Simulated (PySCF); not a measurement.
[Cr(SH)6]3- holds Cr(III), d3, at total charge -3. The structure is a model geometry with rigid ligands and bond lengths from ionic radii and bond length changed to 0.98 of its base value, not a minimum; coordination octahedral, point group S6, metal–donor distances 2.31 Å.

```
13

Cr    0.0000    0.0000    0.0000
S     0.0000    0.0000    2.3079
H     1.3200    0.0000    2.5579
S     0.0000    0.0000   -2.3079
H    -1.3200    0.0000   -2.5579
S     2.3079    0.0000    0.0000
H     2.5579    1.3200    0.0000
S    -2.3079    0.0000    0.0000
H    -2.5579   -1.3200    0.0000
S     0.0000    2.3079    0.0000
H     0.0000    2.5579    1.3200
S     0.0000   -2.3079    0.0000
H     0.0000   -2.5579   -1.3200
```

Method (PySCF 2.14, density fitting): CASSCF(3,5) with orbitals averaged over all microstates of the shell, strongly contracted NEVPT2 on the averaged canonical orbitals; basis x2c-TZVPall on the metal, x2c-SVPall elsewhere; spin-free X2C; IEF-PCM water; spin-orbit coupling by state interaction with the mean-field operator over all roots.

(1) Which term lies lowest, and with what spin?

(2) Where do the spin-allowed transitions within the shell lie?

(3) Which is the lowest state of another spin?

(4) Give the fitted ligand-field and repulsion parameters.

(5) What magnetic behaviour follows?

The geometry is a model, and the complex may not exist in this form. NEVPT2 lifts 4Eg (from 4T2g) from 17706 to 22736 cm⁻¹; on the d shell alone it tends to overshoot states that fill the eg-type orbitals. An active orbital has only 0.73 squared overlap with the free ion's shell, so the metal shell alone is a small active space here. NEVPT2 on the d shell alone tends to put d–d bands too high for such charged or covalently bound ions.

The job took 18 s on one thread of Arm Neoverse V2 (shared host), with 186 basis functions and a peak of 0.62 GiB, launched as `OMP_NUM_THREADS=1 python lf_run.py task.json out`.

Answers

(1) 4Ag (from 4A2g) (S = 3/2, orbital degeneracy 1), with 3.0 electrons in the lower (t2g-type) set and 0.0 in the upper (eg-type) set, by NEVPT2.

(2) By NEVPT2: 4Eg (from 4T2g) at 22736 cm⁻¹ (440 nm); 4Ag (from 4T2g) at 22789 cm⁻¹ (439 nm); 4Ag (from 4T1g) at 30312 cm⁻¹ (330 nm); 4Eg (from 4T1g) at 30430 cm⁻¹ (329 nm); 4Eg (from 4T1g) at 47647 cm⁻¹ (210 nm); 4Ag (from 4T1g) at 47979 cm⁻¹ (208 nm). All are electric-dipole forbidden at this geometry.

(3) 2Eg at 15944 cm⁻¹ by NEVPT2; CASSCF alone puts it at 17917 cm⁻¹ above the same ground state.

(4) At CASSCF level (the NEVPT2 levels don't fit a ligand-field model well): orbital energies 0, 0, 156, 17145, 17145 cm⁻¹; 10Dq = 17093 cm⁻¹ (difference of the means of the two sets); B = 902 cm⁻¹; C = 3464 cm⁻¹; B over its free-ion value at the same level 0.781; rms of the fit 459 cm⁻¹; ζ = 230 cm⁻¹ (free ion 278).

(5) The ground multiplet follows a spin Hamiltonian with S = 3/2, g = 1.981, 1.981, 1.982, D = 0.06 cm⁻¹, E/|D| = 0.00 (spin-orbit part alone); the lowest levels hold 100 % of the spin-free ground state. μeff is 3.85 μB at 300 K and 3.84 μB at 10 K; the spin-only value is 3.88 μB.
